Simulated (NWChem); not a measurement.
Species: SnNH4O2F; SMILES [NH2][Sn]([OH])([OH])[F]

```xyz
9

N     -0.9405    -1.6089    -0.8779
Sn    -0.0188     0.0012    -0.0102
O     -1.2593     1.1479     1.0466
O      0.8987     1.2585    -1.2565
F      1.3804    -0.7811     1.1193
H     -0.8261    -2.4107    -0.2390
H     -1.9532    -1.4223    -0.9313
H     -0.8538     2.0329     1.1461
H      1.6187     0.7816    -1.7155
```
Atoms are numbered in this order, from 1.

Results from NWChem. All runs use the structure optimised with PBE-D3(BJ)/def2-SVP. Not confirmed as a minimum by frequencies. def2 effective core potentials on Sn; no spin-orbit coupling.

For level B3LYP/def2-SVP:

```
Property                     Value
---------------------------  -----
highest occupied level (eV)  -7.93
orbital gap (eV)              5.91
```

Problem. Estimate the same quantities for level B97-D/def2-SVP.

Solution. highest occupied level (eV): -6.69
orbital gap (eV): 4.04
